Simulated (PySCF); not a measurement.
**Gas-phase thermal properties of HfF4**

Method: PySCF energies (xtb for GFN2) plus ideal-gas RRHO corrections (1 bar). All species are closed-shell singlets. Hf: scalar-relativistic def2 core potential, no spin-orbit coupling. The harmonic model lacks anharmonicity and excited electronic states, which grow with temperature; levels with a mode under 35 cm⁻¹ are left out.

```tsv
level	point group	σ	ZPE (kJ/mol)	S°298 (J/mol/K)	Cp298 (J/mol/K)	S°1000 (J/mol/K)	H1000 − H298 (kJ/mol)
GFN2-xTB	Td	12	16.2	343.3	93.8	466.8	72.4
PBE/def2-SVP	Td	12	20.5	331.1	88.1	450.9	70.7
PBE0/def2-TZVP	Td	12	20.8	328.4	87.9	448.2	70.6
```
σ: rotational symmetry number. Electronic degeneracy used: 1. Frequencies are unscaled.
